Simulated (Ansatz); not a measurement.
C$_{2}$H$_{3}$O (SMILES [CH2]C=O), doublet, at a GFN2-xTB geometry. Base run: B3LYP/def2-SVP (Ansatz, an electronic-structure program).

The Ansatz input:
Ansatz 0.2 input:
```yaml
crystal:
  periodic: [false, false, false]
  atoms:
    - {symbol: C, position_ang: [-1.15352607, 0.22703967, 0.00118414]}
    - {symbol: C, position_ang: [0.25306895, 0.32812931, -0.01895806]}
    - {symbol: O, position_ang: [1.01761989, -0.63034413, 0.02023200]}
    - {symbol: H, position_ang: [-1.61606621, -0.74411792, 0.05421038]}
    - {symbol: H, position_ang: [-1.77848140, 1.10068084, -0.03531154]}
    - {symbol: H, position_ang: [0.65633126, 1.35517621, -0.07411131]}
basis:
  gaussian:
    orbitals: def2-SVP
hamiltonian:
  xc: b3lyp
magnetization: {spin_polarized: true, initial_magnetization: 1}
```

Each row names what was changed in the base input (with any setting that the change needs).

```
change                                        E (Eh)  <S^2>
----------------------------------------  ----------  -----
base                                      -153.05729  0.769
functional = r2scan                       -152.96953  0.773
functional = hf                           -152.18372  0.925
functional = pbe; dispersion = d4         -152.87403  0.758
functional = blyp                         -153.00758  0.758
functional = SVWN5                        -151.77963  0.754
functional = hse06                        -152.87199  0.774
functional = wB97X                        -153.01092  0.777
functional = BHLYP                        -152.96959  0.798
functional = b3lyp5                       -152.97244  0.769
functional = b3lyp; dispersion = d3bjatm  -153.06191  0.769
functional = lc_wpbe                      -152.95621  0.781
functional = pbe                          -152.87167  0.758
```

Total energies compare only within one method and basis.
